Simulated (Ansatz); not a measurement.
Cost and result for the atomization energy of CH7GaSSi, SMILES `S[SiH2][CH2][GaH2]` (11 atoms, 10 bonds).

```json
{"atom": "S1", "x (Å)": "-2.144", "y (Å)": "0.957", "z (Å)": "-1.863"}
{"atom": "Si2", "x (Å)": "-0.221", "y (Å)": "0.541", "z (Å)": "-1.013"}
{"atom": "C3", "x (Å)": "-0.285", "y (Å)": "-0.265", "z (Å)": "0.659"}
{"atom": "Ga4", "x (Å)": "1.485", "y (Å)": "-0.470", "z (Å)": "1.503"}
{"atom": "H5", "x (Å)": "-2.520", "y (Å)": "-0.332", "z (Å)": "-1.918"}
{"atom": "H6", "x (Å)": "0.415", "y (Å)": "1.883", "z (Å)": "-0.940"}
{"atom": "H7", "x (Å)": "0.571", "y (Å)": "-0.309", "z (Å)": "-1.942"}
{"atom": "H8", "x (Å)": "-0.739", "y (Å)": "-1.254", "z (Å)": "0.544"}
{"atom": "H9", "x (Å)": "-0.924", "y (Å)": "0.344", "z (Å)": "1.306"}
{"atom": "H10", "x (Å)": "2.324", "y (Å)": "-1.772", "z (Å)": "1.243"}
{"atom": "H11", "x (Å)": "2.039", "y (Å)": "0.677", "z (Å)": "2.420"}
```

Charge 0, multiplicity 1. Correlated methods include outer-core shells of Ga, which these sets cover unevenly. Scalar relativity is left out up to krypton. All single points use the PBE0-D4/def2-TZVP geometry. It is one conformer, not always the lowest. Program: Ansatz. All runs use 4 threads of an AMD EPYC 9R45 on a shared host. Times are those of one run each, without the atoms' runs, and a repeat can differ threefold. Electronic energies, without spin–orbit coupling; frozen cores. CCSD(T)/CBS adds CCSD(T) − MP2 in def2-TZVPP to the MP2 limit, and its time is that of the two runs behind it. T1 = 0.012. With those shells the extrapolation isn't a true limit. B3LYP takes the VWN-RPA correlation (the form of Gaussian; ORCA's B3LYP/G).

CCSD(T)/CBS is a level of theory with its own doubt, some kJ/mol a heavy atom from the limit and from the frozen cores, so smaller differences don't rank the functionals.

```json
{"level": "LDA (SPW92)/def2-TZVPP", "functions": "261", "wall time": "0.65 s", "atomization (kJ/mol)": "3737.9", "difference from CCSD(T)/CBS": "387.5", "per bond": "38.7"}
{"level": "revPBE-D4/def2-TZVPP", "functions": "261", "wall time": "0.95 s", "atomization (kJ/mol)": "3273.9", "difference from CCSD(T)/CBS": "-76.5", "per bond": "-7.7"}
{"level": "PBE0-D4/def2-TZVPP", "functions": "261", "wall time": "1.6 s", "atomization (kJ/mol)": "3318.9", "difference from CCSD(T)/CBS": "-31.5", "per bond": "-3.2"}
{"level": "r2SCAN-D4/def2-TZVPP (with forces)", "functions": "261", "wall time": "2 s", "atomization (kJ/mol)": "3350.0", "difference from CCSD(T)/CBS": "-0.4", "per bond": "0.0"}
{"level": "B3LYP-D4/def2-TZVPP (with forces)", "functions": "261", "wall time": "2.4 s", "atomization (kJ/mol)": "3317.1", "difference from CCSD(T)/CBS": "-33.3", "per bond": "-3.3"}
{"level": "r2SCANh-D4/def2-TZVPP", "functions": "261", "wall time": "2.4 s", "atomization (kJ/mol)": "3339.2", "difference from CCSD(T)/CBS": "-11.2", "per bond": "-1.1"}
{"level": "PBE-QIDH/def2-TZVPP", "functions": "261", "wall time": "2.5 s", "atomization (kJ/mol)": "3320.5", "difference from CCSD(T)/CBS": "-29.9", "per bond": "-3.0"}
{"level": "CCSD(T)/def2-SVP", "functions": "117", "wall time": "2.7 s", "atomization (kJ/mol)": "3130.2", "difference from CCSD(T)/CBS": "-220.2", "per bond": "-22.0"}
{"level": "B97M-V/def2-TZVPP", "functions": "261", "wall time": "3.4 s", "atomization (kJ/mol)": "3371.2", "difference from CCSD(T)/CBS": "20.8", "per bond": "2.1"}
{"level": "ωB97X-V/def2-TZVPP", "functions": "261", "wall time": "3.5 s", "atomization (kJ/mol)": "3364.7", "difference from CCSD(T)/CBS": "14.3", "per bond": "1.4"}
{"level": "MP2/def2-QZVPP", "functions": "496", "wall time": "10 s", "atomization (kJ/mol)": "3322.4", "difference from CCSD(T)/CBS": "-28.0", "per bond": "-2.8"}
{"level": "CCSD(T)/def2-TZVPP", "functions": "261", "wall time": "53 s", "atomization (kJ/mol)": "3274.2", "difference from CCSD(T)/CBS": "-76.2", "per bond": "-7.6"}
{"level": "CCSD(T)/CBS(def2)", "functions": "–", "wall time": "63 s", "atomization (kJ/mol)": "3350.4", "difference from CCSD(T)/CBS": "0.0", "per bond": "0.0"}
```

At CCSD(T), def2-SVP lies −220.3 kJ/mol from the extrapolated value and def2-TZVPP −76.3 kJ/mol: correlation converges slowly with the basis, and small sets miss more of it in the bonded molecule than in its fragments. From BLYP to BHLYP (50 % exact exchange), in def2-TZVPP and without D4, the atomization energy moves by +18.6 kJ/mol. In def2-TZVPP, CCSD(T) changes the Hartree–Fock value by +782.8 kJ/mol (the triples alone add +39.1 kJ/mol) and MP2 by +785.9 kJ/mol; breaking electron pairs costs correlation energy, which Hartree–Fock lacks.
